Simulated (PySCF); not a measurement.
# Correlation energy of Co⁺ (cobalt, charge +1)

[Ar] 3d8, high-spin 3F determinant. All numbers are calculated (PySCF 2.14, scalar relativity by spin-free X2C-1e, in x2c-TZVPPall with one added diffuse shell each of s, p, d, f type (7s6p5d3f1g, 80 functions)). Frozen: [Ar]; 8 electrons correlated.

```tsv
level	correlation energy (mhartree)
CCSD	-259.47
(T)	-9.40
CCSD(T)	-268.87
```

Diagnostics: T1 = 0.014, D1 = 0.0207, largest double amplitude 0.024.

Is a single reference adequate?

Yes: T1 lies below 0.03 and no double amplitude reaches 0.07.
